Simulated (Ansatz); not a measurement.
C2H5BOSe (`CB(O)C=[Se]`), relaxed with RKS PBE-D4/def2-SVP in Ansatz 0.2.0 from a rough embedded geometry. The force threshold is 0.03 eV/Å; the program also tests the step.

Charge 0, multiplicity 1.

Start:

```xyz
10

C     1.216   -0.711    0.397
B    -0.152    0.107    0.132
O    -0.473    1.303    0.898
C    -1.119   -0.312   -1.001
Se   -3.005    1.494   -0.847
H     1.733   -0.215    1.266
H     1.811   -0.747   -0.478
H     0.899   -1.705    0.749
H     0.008    2.065    0.405
H    -0.918   -1.279   -1.521
```

| step | energy (eV) | largest force (eV/Å) | largest move (Å) |
| --- | --- | --- | --- |
| 1 | -70197.2930 | 3.183 | 0.000 |
| 2 | -70198.6874 | 3.842 | 0.195 |
| 3 | -70200.0528 | 3.753 | 0.195 |
| 4 | -70200.9632 | 1.202 | 0.195 |
| 5 | -70201.2688 | 0.645 | 0.195 |
| 6 | -70201.4450 | 2.014 | 0.194 |
| 7 | -70201.6334 | 2.437 | 0.192 |
| 8 | -70202.0146 | 0.675 | 0.200 |
| 9 | -70202.1125 | 0.381 | 0.173 |
| 10 (rejected) | -70202.0809 | 0.878 | 0.134 |
| 11 | -70202.1299 | 0.085 | 0.065 |
| 12 | -70202.1367 | 0.085 | 0.097 |
| 13 | -70202.1382 | 0.043 | 0.035 |
| 14 | -70202.1392 | 0.018 | 0.038 |
| 15 | -70202.1394 | 0.025 | 0.030 |

End:

```xyz
10

C     1.197   -0.734    0.436
B     0.022    0.279    0.181
O    -0.022    1.475    0.819
C    -1.163   -0.052   -0.846
Se   -2.481    1.111   -1.137
H     1.914   -0.385    1.205
H     1.758   -0.913   -0.509
H     0.805   -1.730    0.737
H    -0.834    1.960    0.515
H    -1.195   -1.011   -1.401
```

Run time 18 s (4 threads of an Arm Neoverse V2 on a shared host); peak host memory 0.17 GiB.
